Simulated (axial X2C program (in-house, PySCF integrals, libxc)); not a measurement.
Low determinants of SrP at the PBE0 level, two-component

All values were computed with an axial X2C code built on PySCF integrals. Two-component (2c) means X2C with spin–orbit coupling and atomic mean-field two-electron Coulomb and Gaunt terms. Basis: Sr dyall-cv3z [13s12p8d5f1g], P dyall-v3z [8s7p2d1f] (cores contracted in-house); Gaussian nuclei, density fitting, unrestricted open shells. Masses: Sr 87.906 u, P 30.974 u.

Search at 2.590 Å (vertical energies from the lowest determinant):

```tsv
ΔE (eV)	state	electrons beyond evenly filled partner blocks	electrons in ±ω = 1/2, 3/2, 5/2, 7/2
0.00	Ω = 3/2	ω = 3/2	38 13 2 0
0.03	Ω = 1/2	ω = 1/2	37 14 2 0
0.33	Ω = 1/2	2 × ω = -1/2, ω = 3/2	38 13 2 0
0.59	Ω = 5/2	2 × ω = 1/2, ω = 3/2	38 13 2 0
0.93	Ω = 3/2	3 × ω = 1/2	37 14 2 0
1.21	Ω = 1/2	ω = 1/2	39 12 2 0
1.95	Ω = 5/2	ω = -1/2, 2 × ω = 3/2	37 14 2 0
```

Lowest determinant, Ω = 3/2 (⟨Sz⟩ = 0.50, ⟨Lz⟩ = 1.00 at PBE0): Re = 2.641 Å, ωe = 296.4 cm⁻¹.

The determinant in row 2 of the search, Ω = 1/2 (⟨Sz⟩ = -0.50, ⟨Lz⟩ = 1.00 at PBE0), was followed along the bond at PBE0; measured from the minimum of the lowest determinant it gives:

Te = 0.029 eV (234 cm⁻¹), Re = 2.642 Å, ωe = 296.3 cm⁻¹.

The determinant in row 3 of the search, Ω = 1/2 (⟨Sz⟩ = 0.50, ⟨Lz⟩ = 0.00 at PBE0), was followed along the bond at PBE0; measured from the minimum of the lowest determinant it gives:

Te = 0.021 eV (170 cm⁻¹), Re = 2.898 Å, ωe = 237.3 cm⁻¹.

(1) Compare the bond of the determinant in row 2 with that of the lowest one.

The search compares states at one distance, so a state with another bond length can lie lower; it is not exhaustive and yields mostly the lowest determinant of each block pattern, so other components and higher states of one pattern are missing. These are energies of single determinants, not of spin-adapted states; PBE0 term energies can be off by some tenths of an eV, and the functional has no current term. The lowest determinant need not be the ground state where others lie within half an eV.

Answers

(1) At PBE0 its Re is 0.001 Å longer and its force constant, which goes as ωe², is 1.00 times that of the lowest determinant. T0 ≈ Te + Δωe/2 = 234 + (0) = 234 cm⁻¹.
